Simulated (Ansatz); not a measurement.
Cl₃Fe, SMILES [Cl][Fe-]([Cl])[Cl] (connectivity only; charge and spin as stated), charge -1, multiplicity 5.

Geometry optimised at PBE0-D3(BJ)/def2-SVPD. The multiplicity is an assumed one; other spin states were not compared.

Two levels are set side by side: PBE/def2-SVPD (Ansatz, a quantum-chemistry and plane-wave program) and CAM-B3LYP/def2-SVPD (Ansatz). Energy differences of separate SCF runs at the same geometry; the states with an electron removed or added have multiplicity 6. Differences are taken from unrounded values.

```tsv
quantity	CAM-B3LYP	PBE	PBE minus CAM-B3LYP
vertical ionisation energy (eV)	4.98	3.88	-1.10
```
